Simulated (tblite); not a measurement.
A tight-binding relaxation on `C[C@@H]1C[Si@@H]([SeH])N[SiH2]1`.

Computed with GFN2-xTB geometry optimisation, gas phase (tblite 0.8.0). Start geometry: from a force field or distance geometry. The input is one job of a driver script: a line of settings, then coordinates in Å.

Command:
```bash
OMP_NUM_THREADS=1 python probes_run.py task.json out
```

Input:
```
{"job": {"kind": "relax", "xc": "GFN2-xTB", "basis": "xTB"}, "charge": 0, "multiplicity": 1}
C     -1.696400     0.934100     0.018000
C     -1.217100    -0.491300     0.143300
C     -0.058900    -0.608500     1.158200
Si     1.196400     0.478100     0.316200
Se     3.138200     0.660700     1.458300
N      1.358000    -0.408800    -1.240500
Si    -0.333800    -0.977800    -1.427400
H     -1.524700     1.449300     0.984300
H     -1.140900     1.430600    -0.803500
H     -2.782400     0.945800    -0.248000
H     -2.022700    -1.184000     0.431400
H      0.298200    -1.651700     1.158000
H     -0.395900    -0.244100     2.150300
H      0.622500     1.799700     0.148700
H      3.853900     1.932600     0.917800
H      1.996200    -1.219600    -1.113500
H     -0.972200    -0.386300    -2.601900
H     -0.327100    -2.452600    -1.461400
```

Output:
```
step      E/eV     max force
  0    -588.04745    1.823
  1    -588.26532    1.139
  2    -588.44325    0.739
  3    -588.49883    0.659
  4    -588.58417    0.831
  5    -588.63642    0.655
  6    -588.69413    0.609
  7    -588.73767    0.474
  8    -588.78033    0.517
  9    -588.81921    0.502
... (129 lines left out)
139    -589.22441    0.037
140    -589.22451    0.034
141    -589.22463    0.035
142    -589.22474    0.026
143    -589.22489    0.028
144    -589.22500    0.026
145    -589.22510    0.023
146    -589.22515    0.017
147    -589.22519    0.011
148    -589.22521    0.009
```

«max force» is the largest atomic force in eV/Å.

Task: From which step on does the largest force stay under 0.1 eV/Å, and how much energy is left to gain from there?

Result: From step 122 (0.035 eV/Å), 4.1 meV above the end.

Main results: energy lowered by 27.2 kcal/mol over 148 steps; largest atomic force 0.009 eV/Å at the end.

Task: How long does this job take on an Arm Neoverse V1 with one thread (shared host)?

Result: About 1.5 s.
Labels such as C1 count atoms from 1, the log's own numbers from 0.
